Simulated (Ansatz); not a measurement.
System: sum formula BNH₃, charge -1, multiplicity 1. 
Geometry from a B3LYP-D3(BJ)/def2-TZVP (Ansatz, a program for electronic structure) optimisation:
```xyz
5

B     -0.6383     0.1945     0.0007
N      0.6308    -0.3210    -0.0035
H     -1.6181    -0.5536    -0.0214
H     -0.9331     1.4001     0.0258
H      1.3271     0.4282     0.0170
```
Charge -1, spin multiplicity 1.

Basis-set convergence of Hartree-Fock and MP2 correlation energies (hartree) with Ansatz. Correlated levels leave the core frozen unless marked. Spin-orbit coupling is left out. No relativistic terms. This anion needs diffuse functions, which these sets lack.

```
basis    functions      E(HF)  E(corr, MP2)
-------  ---------  ---------  ------------
cc-pVDZ         43  -80.85528      -0.27853
cc-pVTZ        102  -80.88696      -0.34421
cc-pVQZ        200        ___           ___
```

### Question
Some entries are withheld; supply them.

### Answer

- cc-pVQZ, E(HF): -80.89574
- cc-pVQZ, E(corr, MP2): -0.36759
